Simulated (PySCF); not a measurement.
Excited states of Pb⁴⁺ (lead, charge +4)

Ground state [Xe] 4f14 5d10, ¹S. All numbers are calculated (PySCF 2.14, scalar relativity through the core potential, in def2-TZVPPD with one added diffuse shell each of s, p, d, f type with the def2 core potential (60 electrons) (8s6p5d3f, 72 functions)). Vertical excitation energies in eV without spin-orbit coupling; excited terms of each kind are numbered among those the solver found.

```json
{"term": "1 3D", "leading excitation": "5d → s", "TDA-BHandHLYP": "14.192", "TD-BHandHLYP": "14.174"}
{"term": "1 1D", "leading excitation": "5d → s", "TDA-BHandHLYP": "15.345", "TD-BHandHLYP": "15.325"}
{"term": "1 3P°", "leading excitation": "5d → p", "TDA-BHandHLYP": "26.203", "TD-BHandHLYP": "26.179"}
{"term": "1 3F°", "leading excitation": "5d → p", "TDA-BHandHLYP": "26.578", "TD-BHandHLYP": "26.564"}
{"term": "1 1F°", "leading excitation": "5d → p", "TDA-BHandHLYP": "27.138", "TD-BHandHLYP": "27.137"}
{"term": "1 3D°", "leading excitation": "5d → p", "TDA-BHandHLYP": "27.345", "TD-BHandHLYP": "27.343"}
{"term": "1 1D°", "leading excitation": "5d → p", "TDA-BHandHLYP": "27.345", "TD-BHandHLYP": "27.343"}
{"term": "1 1P°", "leading excitation": "5d → p", "TDA-BHandHLYP": "28.112", "TD-BHandHLYP": "28.037"}
{"term": "1 3S", "leading excitation": "5d → d", "TDA-BHandHLYP": "39.999", "TD-BHandHLYP": "39.984"}
{"term": "1 3G", "leading excitation": "5d → d", "TDA-BHandHLYP": "40.472", "TD-BHandHLYP": "40.464"}
{"term": "1 1P", "leading excitation": "5d → d", "TDA-BHandHLYP": "40.604", "TD-BHandHLYP": "40.602"}
{"term": "1 1G", "leading excitation": "5d → d", "TDA-BHandHLYP": "40.727", "TD-BHandHLYP": "40.726"}
```

Where a singlet and its triplet coincide, the exchange integral that splits them vanishes by symmetry for a single excitation; correlation beyond this level separates them.

Oscillator strength of the first ¹S → ¹P° line: TDA-BHandHLYP 1.17, TD-BHandHLYP 1.05.

The spin-orbit splitting of the hole, absent here, rivals or exceeds the spacing of these terms, so the LS terms are model states.

The solver can miss terms.
